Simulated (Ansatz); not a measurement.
Basis-set extrapolation for C₇H₁₆BN (`BN(CC=C)C(C)(C)C`) (PBE0-D4/def2-TZVP geometry, frozen core, Ansatz 0.2.0). Multiplicity 1, RHF reference.

```
                      def2-TZVPP   def2-QZVPP
                 HF  -353.647806  -353.664300
    MP2 correlation    -1.527309    -1.622418
CCSD(T) correlation    -1.679266      not run
```

Energies in hartree. Use E(X) = E(∞) + A·exp(−7.88·√X) for Hartree–Fock and E(X) = E(∞) + B·X^(−2.97) for correlation, with X = 3 and 4, and add CCSD(T) minus MP2 of the smaller set to the MP2 limit.

Task: What is the CCSD(T) energy at the basis-set limit?

Result: HF limit: -353.664300 + (-0.016494) × 0.13774 = -353.66657. MP2 limit: -1.622418 + (-0.095109) × 0.74074 = -1.69287. Higher-order term: -1.679266 − (-1.527309) = -0.15196. Total: -355.51140 hartree, 484.0 kJ/mol below CCSD(T)/def2-TZVPP.
